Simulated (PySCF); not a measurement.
**Electric field gradients and quadrupole coupling constants**

Compound: C₃H₁₃NSSi₂.
Z-matrix (Å and degrees, GFN2-xTB geometry), rows numbered from 1:
```
C 
N   1  1.4429
C   2  1.4499  1  114.18
C   3  1.5264  2  114.02  1    73.94
Si  4  1.9001  3  112.48  2   176.17
Si  2  1.7136  1  118.77  3   155.29
S   6  2.1487  2  108.54  1   166.34
H   1  1.0923  2  109.60  3    50.86
H   1  1.0949  2  112.45  3   -69.86
H   1  1.0873  2  109.41  3   170.16
H   3  1.0959  2  108.18  1   -48.54
H   3  1.0924  2  107.58  1  -164.92
H   4  1.0917  3  109.46  2   -61.15
H   4  1.0923  3  108.25  2    54.75
H   5  1.4655  4  109.09  3    59.86
H   5  1.4624  4  109.46  3   -60.19
H   5  1.4639  4  108.77  3   179.22
H   6  1.4581  2  106.24  1    49.83
H   6  1.4630  2  118.91  1   -77.55
H   7  1.3234  6   96.63  2   -58.66
```

Field gradients from the PBE0/pcSseg-1 density (PySCF, non-relativistic), principal values in atomic units, ordered |Vxx| ≤ |Vyy| ≤ |Vzz|:

| atom | Vxx | Vyy | Vzz |
| --- | --- | --- | --- |
| N2 | 0.3573 | 0.7307 | -1.0880 |
| S7 | 0.1229 | 1.8619 | -1.9847 |

Problem. Find the asymmetry η = (Vxx − Vyy)/Vzz and the couplings χ = eQV/h (234.96 MHz × Q in barn × V in au), with Q(14N) = 0.02044 b, Q(33S) = −0.0678 b.

Solution. 
```
atom                environment  nucleus     η  χzz (MHz)  χxx (MHz)  χyy (MHz)
  N2     silicon-bound nitrogen      14N  0.34      -5.23       1.72       3.51
  S7  sulfur bonded to Si and H      33S  0.88      31.62      -1.96     -29.66
```

Problem. What is Vzz at N2 in SI units (1 au = 9.71736 × 10²¹ V/m²)?

Solution. -1.0880 au = -10.572 × 10²¹ V/m².

Problem. And the gradient at the other heavy atoms, for which no coupling is worked out here?

Solution. 
```json
{"atom": "C1", "environment": "N-methyl carbon", "Vzz (au)": "0.234", "η": "0.04"}
{"atom": "C3", "environment": "sp3 carbon bound to nitrogen", "Vzz (au)": "0.248", "η": "0.50"}
{"atom": "C4", "environment": "sp3 carbon bound to silicon", "Vzz (au)": "-0.054", "η": "0.67"}
{"atom": "Si5", "environment": "SiH3 silicon", "Vzz (au)": "0.062", "η": "0.46"}
{"atom": "Si6", "environment": "SiH2 silicon", "Vzz (au)": "0.526", "η": "0.61"}
```

Problem. What couplings would deuterons (Q(2H) = 0.00286 b) have in place of the hydrogens, at this geometry?

Solution. 
```
atom  bonded to  bond length (Å)  Vzz (au)     η  χzz (kHz)
  H8         C1            1.092    0.3016  0.06        203
  H9         C1            1.095    0.2964  0.04        199
 H10         C1            1.087    0.3098  0.07        208
 H11         C3            1.096    0.2926  0.06        197
 H12         C3            1.092    0.2905  0.07        195
 H13         C4            1.092    0.3115  0.03        209
 H14         C4            1.092    0.3090  0.03        208
 H15        Si5            1.465    0.1620  0.01        109
 H16        Si5            1.462    0.1635  0.01        110
 H17        Si5            1.464    0.1631  0.00        110
 H18        Si6            1.458    0.1641  0.03        110
 H19        Si6            1.463    0.1597  0.02        107
 H20         S7            1.323    0.2613  0.11        176
```

The structure is a single GFN2-xTB conformer in the gas phase; no vibrational or solvent corrections. GFN2-xTB bond lengths can be off by several hundredths of an ångström, more for odd bonds, and the gradients follow them. These gradients aren't converged with respect to the basis.
